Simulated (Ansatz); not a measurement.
Cost and result up the ladder for Cu₄S₃ (7 atoms). Charge 0, multiplicity 1. Geometry: r2SCAN-D4/def2-SVP.

```csv
atom,x (Å),y (Å),z (Å)
Cu1,-0.1747,-0.9521,1.3579
Cu2,-1.6651,0.0897,-0.0396
Cu3,1.5134,-0.6636,-0.2264
Cu4,0.0229,0.3776,-1.6242
S5,1.2109,1.6068,-0.0940
S6,-0.4713,-1.7835,-0.8264
S7,-0.4362,1.3252,1.4528
```

Ansatz on 4 threads of Arm Neoverse V2 on a shared host. Times are rough, and most runs start from the orbitals of an earlier one. CAM-B3LYP-D4/def2-TZVP serves as the yardstick here, not as an exact answer. Differences are given only for rows in sets of like size (and for xTB, whose basis is part of the method), since another set adds its own error. Binding counts from free atoms at the same level (Cu doublet, S triplet; other spins of the atoms weren't run), without zero-point energy or a counterpoise term.

Correlated methods freeze 51 core orbitals. The rows differ in basis, and correlated rows in double-zeta sets carry the largest basis error. No other spin state of charge 0 was run. Another isomer (singlet) lies 0.09 eV lower at PBE0-D4/def2-TZVP; other spin states weren't run for this one.

Correlated methods converge slowly with the basis, most of all in double-zeta sets.

```tsv
level	functions	wall time	binding energy per atom (eV)	difference from CAM-B3LYP-D4/def2-TZVP (eV)
revPBE-D4/def2-TZVP	291	7.5 s	2.57	0.19
PBE-D4/def2-TZVP (with forces)	291	9 s	2.71	0.32
CAM-B3LYP-D4/def2-TZVP	291	19 s	2.39	0.00
r2SCAN-D4/def2-TZVP	291	20 s	2.71	0.32
PBE0-D4/def2-TZVP	291	24 s	2.51	0.13
CCSD(T)/def2-SVP	178	65 s	2.35	–
```
